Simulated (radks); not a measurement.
Gd LIII, configuration [Ne] 3s2 (the NIST ground configuration).

Calculated with a radial shooting solver on a logarithmic mesh with Libxc functionals: Dirac Kohn-Sham, exchange-only PBE, spin-unpolarised, spherical densities, finite nucleus; Fermi nuclear charge, rms radius 5.1569 fm.

Energy parts (eV):
total: -228919.69
kinetic: 254680.88
electron-nucleus: -501970.94
Hartree: 21675.13
exchange: -3304.76

Orbitals (lengths in bohr, moments of r in powers of bohr; r(max) is where P^2 peaks; r(90%) holds 90 % of the orbital's charge):
orbital,occ.,eigenvalue (eV),r(90%),r(max),<r>,<r^2>
1s1/2,2,-53956.50,0.0396,0.01391,0.02189,0.0006539
2s1/2,2,-11946.08,0.142,0.07854,0.09128,0.009871
2p1/2,2,-11587.09,0.125,0.05924,0.07611,0.007132
2p3/2,4,-10866.61,0.134,0.06493,0.08264,0.008275
3s1/2,2,-4881.280,0.319,0.2096,0.2195,0.05500

The highest occupied level is 3s1/2 at -4881.3 eV. The electron density at the nucleus is 6.306e+05 e/bohr^3.
